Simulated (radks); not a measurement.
Tm IV, 66 electrons, occupied as [Kr] 4d10 4f12 5s2 5p5 5d1 (not the ground configuration). Method: scalar-relativistic Kohn-Sham, LDA (Slater exchange, Perdew-Zunger correlation), spin-polarised, spherical densities, finite nucleus; open shells are filled with parallel spins first (spin-orbit coupling, left out, can overturn this in heavy ions); Fermi nuclear charge, rms radius 5.2256 fm; computed with a radial shooting solver on a logarithmic mesh with Libxc functionals. Some entries of the table are withheld. Estimate them.

| orbital | occ. | eigenvalue (eV) | <1/r> (bohr^-1) | <r^2> (bohr^2) |
|---|---|---|---|---|
| 1s up | 1 | -59259.57 | 79.00 | 0.0005493 |
| 1s down | 1 | -59259.49 | 79.00 | 0.0005493 |
| 2s up | 1 | -10030.32 | 18.41 | 0.008527 |
| 2s down | 1 | -10030.18 | 18.41 | 0.008527 |
| 2p up | 3 | -8865.783 | 16.96 | 0.006949 |
| 2p down | 3 | -8865.648 | 16.96 | 0.006949 |
| 3s up | 1 | -2283.071 | 6.792 | 0.05593 |
| 3s down | 1 | -2282.075 | 6.794 | 0.05591 |
| 3p up | 3 | -1930.299 | 6.337 | 0.05635 |
| 3p down | 3 | -1929.299 | 6.339 | 0.05632 |
| 3d up | 5 | -1493.248 | 6.007 | 0.04692 |
| 3d down | 5 | -1492.442 | 6.008 | 0.04689 |
| 4s up | 1 | -479.6282 | 2.876 | 0.2799 |
| 4s down | 1 | -477.6781 | 2.875 | 0.2799 |
| 4p up | 3 | -363.5019 | 2.629 | 0.3175 |
| 4p down | 3 | -361.5775 | 2.628 | 0.3176 |
| 4d up | 5 | -209.1056 | 2.325 | 0.3777 |
| 4d down | 5 | -207.1879 | 2.324 | 0.3777 |
| 5s up | 1 | -87.5822 | 1.108 | 1.616 |
| 5s down | 1 | -85.6218 | 1.107 | 1.620 |
| 5p up | 3 | -59.5931 | 0.9356 | 2.203 |
| 5p down | 2 | -57.7051 | 0.9327 | 2.220 |
| 4f up | 7 | -39.9235 | 1.759 | (1) |
| 4f down | 5 | -37.9515 | 1.758 | (2) |
| 5d up | 1 | -27.4462 | 0.6397 | (3) |
| 5d down | 0 | -25.9212 | 0.6286 | (4) |
| 6s up | 0 | -25.4047 | 0.4509 | 8.995 |
| 6s down | 0 | -24.4354 | 0.4424 | 9.310 |
| 6p up | 0 | -18.9416 | 0.3788 | 12.81 |
| 6p down | 0 | -18.2291 | 0.3692 | 13.41 |

Answer. 
(1) 4f up <r^2> (bohr^2): 0.7110
(2) 4f down <r^2> (bohr^2): 0.7152
(3) 5d up <r^2> (bohr^2): 4.557
(4) 5d down <r^2> (bohr^2): 4.743
